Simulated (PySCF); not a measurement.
**Radial density of Se⁺ (selenium, charge +1)**

UHF, [Ar] 3d10 4s2 4p3, high-spin 4S determinant. Computed with PySCF 2.14 in cc-pVDZ-PP with ECP10MDF (4s3p2d, 23 functions), with a scalar-relativistic core potential. This is the valence pseudo-density: the core potential removes the inner electrons and smooths the orbitals near the nucleus.

| r (bohr) | 4πr²ρ (e/bohr) | 4πr²(ρα − ρβ) |
| --- | --- | --- |
| 0.000659 | 2.910e-05 | 0.0000 |
| 0.00111 | 8.220e-05 | 0.0000 |
| 0.00186 | 0.0002316 | 0.0000 |
| 0.00313 | 0.0006471 | 0.0000 |
| 0.00527 | 0.001769 | 0.0000 |
| 0.00887 | 0.004560 | 0.0000 |
| 0.0149 | 0.01025 | 0.0000 |
| 0.0251 | 0.01860 | 0.0000 |
| 0.0422 | 0.03478 | 0.0000 |
| 0.0710 | 0.1448 | 0.0001 |
| 0.119 | 1.144 | 0.0005 |
| 0.201 | 6.715 | 0.0235 |
| 0.338 | 24.06 | 0.2171 |
| 0.568 | 29.90 | 0.1366 |
| 0.955 | 8.736 | 0.3057 |
| 1.61 | 3.519 | 1.6859 |
| 2.70 | 1.200 | 0.8532 |
| 4.55 | 0.07697 | 0.0677 |
| 7.65 | 9.146e-05 | 0.0001 |

Energies and moments cover only the electrons outside the core potential.
